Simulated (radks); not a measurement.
All-electron atom: the lithium ion Li+ in 2s2 (not the ground configuration).

All-electron calculation, Dirac Kohn-Sham, PBE, spin-unpolarised, spherical densities, finite nucleus; Fermi nuclear charge, rms radius 2.444 fm. Program: a radial shooting solver on a logarithmic mesh with Libxc functionals.

Energy parts (eV):
part                    energy
total                  -51.349
kinetic                 50.623
electron-nucleus      -111.559
Hartree                 22.870
exchange-correlation   -13.282

Orbitals (lengths in bohr, moments of r in powers of bohr; <r^-3> diverges for s and p1/2):
| orbital | occ. | eigenvalue (eV) | <r^4> | <r^2> | <r^-3> |
|---|---|---|---|---|---|
| 1s1/2 | 0 | -105.9136 | 0.2562 | 0.3154 | - |
| 2s1/2 | 2 | -16.1129 | 50.33 | 5.430 | - |
| 2p1/2 | 0 | -14.2836 | 38.67 | 4.448 | - |
| 2p3/2 | 0 | -14.2810 | 38.70 | 4.449 | 0.8196 |

The highest occupied level is 2s1/2 at -16.113 eV. The configuration is held as typed, so some empty levels lie below it. Summed over all electrons, <r^2> = 10.86 bohr^2, which gives a Langevin (diamagnetic) susceptibility term of -8.6 x 10^-6 cm^3/mol. The density falls to 0.001 e/bohr^3 at r = 3.70 bohr.
